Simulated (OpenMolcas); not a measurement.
W4+ with its 6 nearest fluoride ions at 1.959 Å, on the Ga site of K2NaGaF6 (a = 8.246 Å, distance in the model lattice 1.938 Å). The rest of the host is ab initio model potentials to 7.6 Å, with orthogonalisation functions on the cations behind the ligands, and point charges beyond; the distance is set by hand and nothing relaxes, and no local charge compensation is placed. Ligand basis ANO-RCC-VDZP.

- Program: OpenMolcas
- Method: SS-CASPT2, IPEA 0.25 Eh, imaginary shift 0.1 Eh (the lowest 17 gerade and 15 ungerade orbitals frozen, chosen by energy and not by shell, so the metal 5p can be frozen and 4f correlated)
- Basis: ANO-RCC-VTZP [8s7p5d3f2g1h]
- Scalar Hamiltonian: DKH2, point nucleus
- Active space: 2 electrons in 5 orbitals (5d)
- State averaging: 2S+1 = 3 even, 10 roots; 2S+1 = 1 even, 15 roots
- Spin-orbit coupling: state interaction with AMFI integrals over the reference wave functions

(1) What is the spin-free ground state (labels of O, the rotations of Oh)?

(2) Where is the first state of the same spin?

(3) What are the lowest two levels with spin-orbit coupling?

(4) What is χT at 300 K, and how does it compare with the textbook value?

(5) Which ligand-field parameters describe the states?

Answers

(1) 3T1, 3-fold in its orbital part; it has the highest spin that d2 allows.

(2) 3T2 at 36700 cm-1 above the ground state.

(3) A 2-fold level, then a 3-fold level 230 cm-1 above it. Their leading multiplicities are 3 (95 %) and 3 (95 %).

(4) The lowest level has 2S+1 = 3, for which the spin-only value is χT = S(S+1) / 2 = 1.000 cm3 K/mol (g = 2). The computed 0.140 at 300 K differs by -0.860, through orbital momentum, spin-orbit coupling and any other state in reach. With a threefold ground state the orbital momentum is unquenched, so the spin-only value is not expected to hold.

(5) A least-squares ligand-field fit to the states below 45000 cm-1, each weighted by its degeneracy and with a free common offset, gives 10Dq = 37766 cm-1, B = 548 cm-1 and C = 1957 cm-1 (C/B = 3.57), with an rms deviation of 167 cm-1. The same method and metal basis give the free ion B = 790 cm-1 (fit to its terms below 60000 cm-1, rms deviation 602 cm-1), so the nephelauxetic ratio is β = 548 / 790 = 0.69; it hangs on how both fits weigh the states, and computed free-ion B values tend to be too large, so β mixes covalency with correlation.

Roots that are degenerate in the reference are averaged as groups; the widest CASPT2 spread within a group is 220 cm-1 (the 3-fold group of multiplicity 1 near 47200 cm-1 above the lowest state of its run). Shifts and gaps below about the spread of the groups concerned are not significant. Over all roots computed the reference weight is 0.72 to 0.73; a low but even weight reflects the number of correlated electrons. An orbital triplet at a regular site is open to Jahn-Teller coupling, which can distort the site and quench the lowest spin-orbit gaps and is left out. The least metal-like active orbital is 76 % on the metal (Löwdin) and no ligand orbital is active, so the numbers are rough. Ligand-to-metal charge-transfer states are missing. With no ligand orbital active B as a rule stays too high, so bands that hang on it stand too high and its fall with covalency is understated. With one d shell and no ligand orbital active, 10Dq can be off by a tenth or more. No measured value stands beside these numbers; the geometry was set by hand and not optimised.
